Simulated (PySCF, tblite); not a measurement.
Isomers of [C7H8O]+ (charge +1 and doublet state), one GFN2-xTB conformer each. Single-point energies are computed at B3LYP/pcH-1 (PySCF, gas phase, no added dispersion term), electronic only. GFN2-xTB treats the open shell by occupation alone, and not every SCF solution was tested for stability.

Question: Rank them by B3LYP/pcH-1 energy, lowest first (kcal/mol).
A. `[CH3:1][C:2]1=[CH:3][C:4]([OH:5])=[CH:6][CH:7][CH+:8]1` (charge +1 and doublet state) with C3–C4–O5–H 0°
B. `[CH2+:1][C:2]([CH3:3])[C:4]#[C:5][C:6]([CH3:7])=[O:8]` (charge +1 and doublet state) with H–C1–C2–C3 -175° and 6°

Answer: A (0.0), B (76.3).

As drawn, the lower has an O–H bond, which the higher lacks. GFN2-xTB itself gives, in the same order: 0.0, 68.0. Both levels put the same isomer lowest.

What happens when harmonic zero-point energies from GFN2-xTB frequencies are added?

```csv
SMILES,ZPE (kcal/mol),electronic (kcal/mol),with ZPE (kcal/mol)
CC1=CC(O)=C[CH][CH+]1,79.2,0.0,0.0
[CH2+][C](C)C#CC(C)=O,75.9,76.3,73.0
```

The zero-point energies span 3.3 kcal/mol. The order is unchanged.
